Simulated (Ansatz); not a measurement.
Oxide piece family: binding per atom (eV) at several levels, gas phase, relaxed structures; Ansatz. Core potentials for In, Nb, Pb in the def2 sets, no spin–orbit coupling. Binding counts from free atoms in the multiplicity of their measured ground term, without zero-point energy. A dash marks a value that wasn't run or was left out as unsound. The structures are stationary points that may keep the symmetry of their start. Correlated methods freeze inner cores and use unrestricted references for open shells.

```csv
species,state,geometry,PBE-D4/def2-SVP,PBE-D4/def2-TZVP,PBE0-D4/def2-SVP,PBE0-D4/def2-TZVP,MP2/def2-SVP
Pb2O5H6,singlet,r2SCAN-D4/def2-SVP,3.63,3.63,3.44,3.44,–
Si6O19H14,singlet,PBE-D4/def2-SVP,4.75,4.79,4.59,4.65,4.49
Si5O14H8,singlet,PBE-D4/def2-SVP,4.87,4.93,4.69,4.77,4.60
Ga3O8H7,singlet,PBE-D4/def2-SVP,3.98,3.95,3.84,3.82,3.83
Al6O15H12,singlet,PBE-D4/def2-SVP,4.65,4.61,4.52,4.48,4.48
In3O10H11,singlet,r2SCAN-D4/def2-SVP,3.64,3.63,3.50,3.50,–
Al3O9H9,singlet,r2SCAN-D4/def2-SVP,4.35,4.33,4.22,4.22,–
Nb5O18H11,singlet,PBE-D4/def2-SVP,5.25,5.15,4.91,4.83,4.96
```

Task: Estimate the column for r2SCAN-D4/def2-TZVP.

Result: Pb2O5H6 3.52; Si6O19H14 4.74; Si5O14H8 4.86; Ga3O8H7 3.90; Al6O15H12 4.59; In3O10H11 3.58; Al3O9H9 4.31; Nb5O18H11 4.97.
